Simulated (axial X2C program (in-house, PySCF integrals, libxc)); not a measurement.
# TiSH: properties at the nuclei

Calculated with an in-house all-electron X2C program for linear molecules (integrals from PySCF): two-component X2C with atomic mean-field Coulomb and Gaunt terms, Gaussian nuclei, basis Ti dyall-v3z, S dyall-av3z, H dyall-v3z with contracted cores.

Ti–S–H held linear, with bonds 2.242 and 1.353 Å (near the PBE0 minimum at charge 0 of the determinant lowest at the starting distance; the state shown can have its own minimum elsewhere, held linear; other orders of the atoms were not compared).

Determinant lowest in the PBE0 search, Ω = 1/2 (⟨Sz⟩ = -1.50, ⟨Lz⟩ = 2.00 at PBE0), spin on the atoms Ti -1.51, S 0.06, H -0.04:

```json
{"level": "PBE0", "Eeff magnitude (GV/cm)": "0.41", "Ws magnitude Ti (kHz)": "0.324", "A∥/gI Ti (MHz)": "-899", "qzz Ti (a.u.)": "-0.95", "A∥/gI S (MHz)": "-263", "qzz S (a.u.)": "1.59", "A∥/gI H (MHz)": "-22.8", "qzz H (a.u.)": "0.22", "μ (D)": "-0.59"}
{"level": "HF", "Eeff magnitude (GV/cm)": "0.451", "Ws magnitude Ti (kHz)": "0.358", "A∥/gI Ti (MHz)": "-552", "qzz Ti (a.u.)": "-1.12", "A∥/gI S (MHz)": "-109", "qzz S (a.u.)": "1.78", "A∥/gI H (MHz)": "-15.5", "qzz H (a.u.)": "0.23", "μ (D)": "-0.84"}
{"level": "BHandHLYP", "Eeff magnitude (GV/cm)": "0.478", "Ws magnitude Ti (kHz)": "0.373", "A∥/gI Ti (MHz)": "-924", "qzz Ti (a.u.)": "-1.00", "A∥/gI S (MHz)": "-251", "qzz S (a.u.)": "1.74", "A∥/gI H (MHz)": "-21.6", "qzz H (a.u.)": "0.22", "μ (D)": "-0.98"}
```

Determinant 0.03 eV from it at PBE0 and this distance, Ω = 7/2 (⟨Sz⟩ = 1.50, ⟨Lz⟩ = 2.00 at PBE0), spin on the atoms Ti 1.52, S -0.06, H 0.04:

```csv
level,Eeff magnitude (GV/cm),Ws magnitude Ti (kHz),A∥/gI Ti (MHz),qzz Ti (a.u.),A∥/gI S (MHz),qzz S (a.u.),A∥/gI H (MHz),qzz H (a.u.),μ (D)
PBE0,0.41,0.0462,331,-0.96,36.7,1.59,3.56,0.22,-0.59
HF,0.451,0.051,274,-1.12,13.6,1.78,2.51,0.23,-0.84
BHandHLYP,0.479,0.0532,336,-1.00,34.4,1.74,3.38,0.22,-0.98
```

Eeff is the effective electric field on the electron electric dipole moment in this Ω state and Ws the scalar–pseudoscalar constant of the nucleus named (defined with the proton number Z and per Ω); A∥ (defined per Ω) follows by multiplying with gI = μI/(I μN); qzz is the electric field gradient, eQq0 = 234.96 MHz × Q/barn × qzz; μ is positive if the H end (last atom) is positive. The operators were transformed with the bare-nucleus X2C matrices; with these basis sets, hyperfine constants and field gradients can be off by tens of per cent, and where levels differ in sign neither size nor sign is settled.

(1) With gI(47Ti) = -0.3154, Q(47Ti) = 0.302 barn, Q(33S) = -0.0694 barn, gI(1H) = 5.5857 (g factors from the IAEA table of nuclear moments by Stone; Q from Pyykkö, Mol. Phys. 2018), turn the PBE0 values of the first state into constants in MHz.

The molecule was held linear; bending was not examined, so a bent shape may lie lower. Hydrosulfides and their kin are strongly bent in nature, so this linear model does not describe the real molecule.

Each state is one determinant with collinear spin, which with several unpaired electrons need not be a pure state. Unrestricted Hartree–Fock can overshoot spin polarisation at the nuclei. With several open shells hyperfine constants can be off by a factor of several. The search compared states at one distance, so a state with another bond length can lie lower. Where a field gradient or hyperfine factor spreads by more than a factor of two over the levels, a constant derived from it is not to be relied on. PBE0 term energies can be off by some tenths of an eV.

Results:

(1) A∥(47Ti) = -899 × -0.3154 = 284 MHz; eQq0(47Ti) = 234.96 × (0.302) × (-0.95) = -67.4 MHz; eQq0(33S) = 234.96 × (-0.0694) × (1.59) = -25.9 MHz; A∥(1H) = -22.8 × 5.5857 = -127 MHz.
